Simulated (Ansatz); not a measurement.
Species: CH3BCl2O, charge 0, multiplicity 1. 
Structure (B3LYP-D3(BJ)/def2-TZVP (Ansatz, a quantum-chemistry and plane-wave program) minimum search):
```
O
B 1 1.3331
C 1 1.4311 2 124.30
H 3 1.0869 1 106.74 2 -180.00
H 3 1.0897 4 109.93 1 -119.80
H 3 1.0897 4 109.93 5 -120.41
Cl 2 1.7603 1 118.47 3 180.00
Cl 2 1.7721 1 122.36 3 0.00
```

Basis-set convergence of Hartree-Fock and CCSD(T) correlation energies (hartree) with Ansatz. Valence correlation only, unless marked. Spin-orbit coupling is left out. Non-relativistic.

```tsv
basis	functions	E(HF)	E(corr, CCSD(T))	rough core time
cc-pV(D+d)Z	103	-1058.31575	-0.74754	under 20 s
cc-pV(T+d)Z	210	___	___	60 s
```

Task: Complete the blanks.

Result: 
- cc-pV(T+d)Z, E(HF): -1058.38819
- cc-pV(T+d)Z, E(corr, CCSD(T)): -0.96557
